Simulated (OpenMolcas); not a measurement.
## F+: RASPT2 settings compared

```
Program             : OpenMolcas
Basis               : ANO-RCC-VQZP [5s4p3d2f1g]
Scalar Hamiltonian  : DKH2, point nucleus
Active space        : 6 electrons in 9 orbitals (RAS2 2s 2p; RAS3 3d, at most 2 electrons)
State averaging     : 2S+1 = 3 even, 3 roots; 2S+1 = 1 even, 6 roots; 2S+1 = 3 odd, 3 roots
Spin-orbit coupling : state interaction with AMFI integrals over the reference wave functions, term energies averaged over their components
```

Methods on the same reference wave functions:
A. RASSCF
B. SS-RASPT2, IPEA 0.15 Eh, real shift 0.1 Eh (closed shells correlated: 1s)
C. SS-RASPT2, IPEA 0.4 Eh, imaginary shift 0.2 Eh (closed shells correlated: 1s)
D. XMS-RASPT2, IPEA 0.75 Eh, sigma2 regulariser 0.5 Eh (closed shells correlated: 1s)

Energies in cm-1 above 2s2 2p4 3P2, the measured ground level; measured values from NIST Handbook of Basic Atomic Spectroscopic Data.

```
       Level       A       B       C       D  Measured
 2s2 2p4 3P2     0.0     0.0     0.0     0.0       0.0
 2s2 2p4 3P1     317     317     317     317       341
 2s2 2p4 3P0     471     471     471     471       490
 2s2 2p4 1D2   22229   20880   20880   20960     20873
 2s2 2p4 1S0   47126   44800   44900   45380     44918
2s 2p5 3P* 2  168489  165160  165230  165190    164798
2s 2p5 3P* 1  168796  165470  165530  165490    165107
2s 2p5 3P* 0  168950  165620  165690  165650    165279
```

Deviations, from unrounded energies. A percentage is the sum of absolute deviations over the sum of measured energies, with the sign that they share, or ± where signs differ.

| Against measurement | Levels | A | B | C | D |
| --- | --- | --- | --- | --- | --- |
| mean absolute deviation (cm-1) | 7 | 2100 | 180 | 190 | 250 |
| fine structure of the ground term (%) | 2 | -5.2 | -5.2 | -5.2 | -5.2 |
| other terms of the ground configuration (%) | 2 | +5.4 | ±0.2 | ±0.0 | +0.8 |
| other configurations (%) | 3 | +2.2 | +0.2 | +0.3 | +0.2 |

B lies closest to measurement on these levels and A furthest from it. The largest miss of B in the table is 2s 2p5 3P* 2, by +360 cm-1. The ranking rests on the paired levels alone, and a cruder setting can come out closer through cancelling errors.

Among B to D the level of the table that moves most is 2s2 2p4 1S0, by 580 cm-1 (lowest in B, highest in D). Moves below CASPT2's spread within the term are not significant.

The mean deviations of B to D differ by less than CASPT2's widest spread within a term (860 cm-1), so their order carries little weight.

From A to B the spin-free energies of the other terms of 2s2 2p4 shown, above 3P, scale by factors of 0.94 to 0.95.

The lowest spin-free term lies below A's lowest term by 0.112 hartree in B, 0.111 hartree in C, 0.112 hartree in D.

CASPT2 breaks the degeneracy within a term, and the mean is taken; among the terms shown or strongly mixed into the levels shown the widest spread is 860 cm-1 (2s2 2p4 1D, D). Active for correlation alone: 3d; no level in the range computed is led by a configuration that fills it, so any true level of that kind is missing. Without dynamic correlation excited terms often stand tens of per cent too high (terms of higher spin than the ground term too low), and those without a measured partner can miss by more than the paired ones (holds for A). Computed and measured levels are paired by configuration, term and J; levels that our copy of the source lacks, or whose pairing is in doubt (as where it misses far off the trend of its configuration), stay unpaired and out of the deviations. Only configurations of the active space appear.

* marks odd parity.
